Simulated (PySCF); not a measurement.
Distances in Å between the heavy atoms of a computed structure (PBE0-D3(BJ)/def2-SVP; lower triangle, same order across):
```
O1    0.00
B2    1.48  0.00
O3    2.38  1.48  0.00
O4    2.37  1.48  2.49  0.00
O5    2.49  1.48  2.37  2.37  0.00
```

Hydrogens: 1 on O1, 1 on O3, 1 on O4, 1 on O5.

Charge -1, singlet.

Which heavy atoms are bonded, and with what formal order?

O1–B2 (single); B2–O3 (single); B2–O4 (single); B2–O5 (single).

Write the SMILES.

`O[B-](O)(O)O`, [BH4O4]-.

Classify the heavy atoms.

O1/O3/O4/O5: boron-bound oxygen; B2: four-coordinate boron.

The values belong to the conformer `[OH:1][B-:2]([OH:3])([OH:4])[OH:5]`: H–O1–B2–O3 32°, H–O3–B2–O1 -154°, H–O4–B2–O1 -31°, H–O5–B2–O1 -87°.

---

Distances in Å between the heavy atoms of a computed structure (PBE0-D3(BJ)/def2-SVP; lower triangle, same order across):
```
F1    0.00
Sn2   1.95  0.00
P3    3.53  2.51  0.00
```

Hydrogens: 2 on Sn2, 2 on P3.

Charge 0, singlet.

**Question.** Read off the bonds between heavy atoms and their formal orders.

**Answer.** F1–Sn2 (single); Sn2–P3 (single).

**Question.** Which species is it?

**Answer.** `[F][SnH2][PH2]`, FH4PSn.

**Question.** Describe the place of each heavy atom.

**Answer.** F1: fluorine bonded to Sn; Sn2: tin bonded to F, P and 2 H; P3: three-coordinate phosphorus.

The values belong to the conformer `[F:1][SnH2:2][PH2:3]`: H–P3–Sn2–F1 144°, H–P3–Sn2–F1 51°.
